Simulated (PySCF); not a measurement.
Two-component Hartree-Fock for Er(4+) (erbium, charge +4)

Start: [Xe] 4f10; 4f5/2 filled at m_j = -5/2, -3/2, -1/2, +1/2, +3/2, +5/2; 4f7/2 filled at m_j = +1/2, +3/2, +5/2, +7/2. Calculated with PySCF 2.14 in x2c-TZVPPall-2c (11s11p10d4f2g, 140 functions): generalised Hartree-Fock with the X2C-1e Hamiltonian and a Gaussian nucleus; one run each with spin-orbit coupling (SO) switched off, then screened by Boettger's factors.

```tsv
spinor shell	electrons	ε, spin-free (eV)	ε, screened SO (eV)	weight of nominal j (screened SO)	rms radius, screened SO (bohr)
1s1/2	2	-57832.1	-57818.8	1.000	0.0231
2s1/2	2	-9891.3	-9887.2	1.000	0.0935
2p1/2	2	-8752.0	-9401.4	1.000	0.0798
2p3/2	4	-8752.0	-8479.5	1.000	0.0866
3s1/2	2	-2316.2	-2314.8	1.000	0.240
3p1/2	2	-1962.9	-2101.9	1.000	0.231
3p3/2	4	-1962.9	-1903.6	1.000	0.245
3d3/2	4	-1518.0	-1543.9	0.999	0.219
3d5/2	6	-1518.0	-1499.5	0.999	0.222
4s1/2	2	-529.00	-528.58	1.000	0.539
4p1/2	2	-409.87	-442.96	0.995	0.552
4p3/2	4	-409.87	-395.56	0.997	0.582
4d3/2	4	-246.64	-255.30	0.904	0.620
4d5/2	6	-246.64	-240.52	0.936	0.630
5s1/2	2	-111.46	-111.39	1.000	1.30
5p1/2	2	-78.528	-83.589	0.988	1.42
5p3/2	4	-78.528	-76.352	0.994	1.51
4f5/2	6	-70.639	-70.799	0.720	0.791
4f7/2	4	-70.639	-70.236	0.704	0.795
```

```
   quantity     spin-free   screened SO
E (hartree)  -13073.96052  -13084.87742
        M_J             8             8
       ⟨J²⟩        72.006        72.006
       ⟨L²⟩        42.003        43.000
       ⟨S²⟩         6.003         5.830
```

Each row is a mean over spinors that exchange with the open shell spreads, by up to 16.576 eV (4d5/2).

Rows whose weight is well below 1 are mixtures of j = l ± 1/2: exchange outweighs spin-orbit coupling there, and the label is only the starting occupation.

Breit and QED terms are absent; they matter most for the inner s and p1/2 levels.

Densities and radii are taken from the X2C orbitals without a picture-change correction, which distorts them close to the nucleus.

Without spin-orbit coupling the j labels of p, d and f shells carry no meaning; the spin-free column gives the mean over the occupied spinors of each nl shell.
